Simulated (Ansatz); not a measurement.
```yaml
crystal:
  periodic: [false, false, false]
  atoms:
    - {symbol: Mo, position_ang: [0.195697, 0.336845, 0.297234]}
    - {symbol: O, position_ang: [0.153902, 0.302221, 2.102440]}
    - {symbol: O, position_ang: [1.900304, 0.327658, -0.305315]}
    - {symbol: O, position_ang: [-0.654275, 1.800794, -0.337976]}
    - {symbol: O, position_ang: [-0.761744, -1.334597, -0.377772]}
    - {symbol: H, position_ang: [-0.833884, -1.432911, -1.378600]}
basis:
  gaussian: {orbitals: ANO-RCC-VTZP, final_grid: {core_spheres: 20, valence_spheres: 16, degree: 47}}
total_charge: -1
hamiltonian: {xc: {name: r2SCAN0}}
output: {forces: true}
```

```sh
$ ansatz run in.yaml --threads 4 --pin off --events-out ev --progress --plain --max-ram 3916MiB
```

Shortened log:

```
Functional definition: r2SCAN0
1641 factors; their error is unknown
mean field evaluation 1: about -118358.3343 eV, gradient 1.0e2 eV
mean field evaluation 2: about -118123.8876 eV, gradient 3.9e2 eV
mean field evaluation 4: about -118374.7473 eV, gradient 2.7e1 eV
mean field evaluation 8: about -118375.9600 eV, gradient 3.4e-1 eV
mean field evaluation 16: about -118376.2416 eV, gradient 7.8e-4 eV
mean field -118376.24161683 eV, -4350.2466411200 hartree, gradient 7.4e-5 eV, S^2 0.000000; 0 other end points of the search recorded, 0 dependent functions left out
reference -118376.24163609 eV, -4350.2466418279 hartree; 38, 38 occupied and 164, 164 virtual orbitals, 1641 factors
Total energy: -118376.24163609 eV, -4350.2466418279 hartree
Relativity: scalar
Atom 0 at     0.195697     0.336845     0.297234 Å, force     1.017068     1.782127     0.582039 eV/Å
Atom 1 at     0.153902     0.302221     2.102440 Å, force     0.066075     0.022786    -4.402275 eV/Å
Atom 2 at     1.900304     0.327658    -0.305315 Å, force    -4.136126    -0.018114     1.438943 eV/Å
Atom 3 at    -0.654275     1.800794    -0.337976 Å, force     2.028131    -3.572188     1.518340 eV/Å
Atom 4 at    -0.761744    -1.334597    -0.377772 Å, force     0.733902     1.344310    -1.629621 eV/Å
Atom 5 at    -0.833884    -1.432911    -1.378600 Å, force     0.290950     0.441079     2.492575 eV/Å
Dipole moment:    -0.216170    -0.369364    -0.419697 e Å
```

It took 15 s on 4 threads of Arm Neoverse V2 on a shared host, peak host memory 0.84 GiB.

DK, ANO-RCC and x2c sets are all-electron and run with scalar relativity unless a key says otherwise. The highest occupied level of an anion often lies above zero with these methods, and sets without diffuse functions describe the outer electron poorly.

The dipole of an ion depends on the origin.
